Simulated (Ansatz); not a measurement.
Ga(PH3)F3 (GaPH3F3). Total charge 0; singlet. Geometry PBE0-D4/def2-SVP; atoms count from 1.

```xyz
8

F    -0.523   -0.992   -2.129
F     1.816   -1.543   -0.348
F     1.435    1.185   -1.517
Ga    0.747   -0.370   -1.093
P    -0.606    0.299    0.888
H    -1.404   -0.698    1.495
H    -1.561    1.323    0.696
H     0.097    0.796    2.009
```

Q: Estimate the Mulliken populations from the PBE0/def2-TZVP orbitals of Ansatz.

A: 
```tsv
atom	charge (e)
F1	-0.39
F2	-0.39
F3	-0.39
Ga4	0.90
P5	-0.14
H6	0.14
H7	0.14
H8	0.14
```
Mulliken values depend strongly on the basis.

Q: And the Mayer bond orders between heavy atoms (over 0.3)?

A: F1–Ga4 0.96 (1.75 Å); F2–Ga4 0.96 (1.75 Å); F3–Ga4 0.96 (1.75 Å); Ga4–P5 0.47 (2.49 Å).
